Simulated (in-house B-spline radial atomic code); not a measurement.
## Rh: [Kr] 4d8 9p1 (an excited or competing configuration)

Level of theory: Dirac-Hartree-Fock, average of configuration, Fermi nucleus of rms radius 4.4945 fm; calculated with an all-electron radial atomic-structure program (B-spline basis).

Screening seen three ways: the hydrogenic charge with the same mean radius, Z_r = [3n² - l(l+1)]/(2<r>), the one with the same energy, Z_e = n√(-2ε), and Slater's rules. Values are occupation-weighted means over j. An effective charge above Z reflects the relativistic contraction of the inner shells.

```tsv
shell	electrons	ε (eV)	<r> (bohr)	Z_r	Z_e	Slater
1s	2	-23366	0.03262	45.99	41.44	44.70
2s	2	-3474.5	0.1413	42.46	31.96	40.85
2p	6	-3109.8	0.1236	40.45	30.24	40.85
3s	2	-661.69	0.3881	34.78	20.92	33.75
3p	6	-538.32	0.3883	32.19	18.87	33.75
3d	10	-340.35	0.3694	28.43	15.00	23.85
4s	2	-108.1	0.9899	24.24	11.27	17.25
4p	6	-70.866	1.091	21.09	9.13	17.25
4d	8	-18.525	1.523	13.79	4.67	6.55
9p	1	-0.36527	54.97	2.19	1.47	1.00
```

The least bound orbital is 9p3/2 at -0.3645 eV, and it is also the most diffuse (<r> = 55.09 bohr).

Spin-orbit splittings of the orbital energies (j = l + 1/2 above j = l - 1/2 when positive): 2p 145.4 eV, 3p 25.87 eV, 3d 5.04 eV, 4p 4.108 eV, 4d 0.4451 eV, 9p 0.002434 eV.

For the 1s electron the small component carries 2.71 % of the norm, the zero-frequency Breit interaction raises the level by 48.27 eV, self-energy by 26.75 eV, and vacuum polarisation lowers it by 3.249 eV.
